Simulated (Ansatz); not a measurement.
Isolated molecules relaxed with PBE0-D4/def2-TZVP in Ansatz; ΔE leaves out vibrations. CCSD(T)/CBS is the MP2 limit (def2-TZVPP, def2-QZVPP) plus CCSD(T) − MP2 in def2-TZVPP, frozen cores. Functionals use def2-TZVPP. B3LYP here is the variant with VWN-RPA as its local correlation; programs differ in this. Each species was taken in one conformer, which may not be the lowest.

Consider the formal exchange of groups at the Al–C bond: `[CH3][AlH][C](=N)Cl` + `CO[CH2][AlH][F]` → `[CH3][AlH][AlH][F]` + `COCC(=N)Cl`.

(1) Is it downhill or uphill in electronic energy at CCSD(T)/CBS, and by how much? (Best estimate.)

(2) What do these levels give: PBE-D4, PBE0-D4, B3LYP-D4, B2PLYP, r2SCAN, PBE0, HF/def2-TZVPP, MP2/def2-TZVPP, CCSD/def2-TZVPP, CCSD(T)/def2-TZVPP, HF/def2-QZVPP, MP2/CBS(def2)? (An estimate is asked.)

Largest T1 diagnostic among the species: 0.012.

Answers

(1) The calculation gave: Nearly level: ΔE = -2.3 kJ/mol.

(2) The calculation gave: PBE-D4 -4.8, PBE0-D4 -12.2, B3LYP-D4 4.5, B2PLYP 1.7, r2SCAN 0.6, PBE0 -13.8, HF/def2-TZVPP -18.8, MP2/def2-TZVPP 1.5, CCSD/def2-TZVPP -8.7, CCSD(T)/def2-TZVPP -5.7, HF/def2-QZVPP -18.2, MP2/CBS(def2) 4.9 kJ/mol.

The D4 term adds +3.4 kJ/mol with B3LYP and +1.7 kJ/mol with PBE0; it sums over pairs of atoms, weighted by their polarisabilities, and B3LYP, whose exchange is more repulsive, gets the larger term. In def2-TZVPP, CCSD(T) changes the Hartree–Fock value by +13.2 kJ/mol (the triples alone add +3.1 kJ/mol) and MP2 by +20.4 kJ/mol.
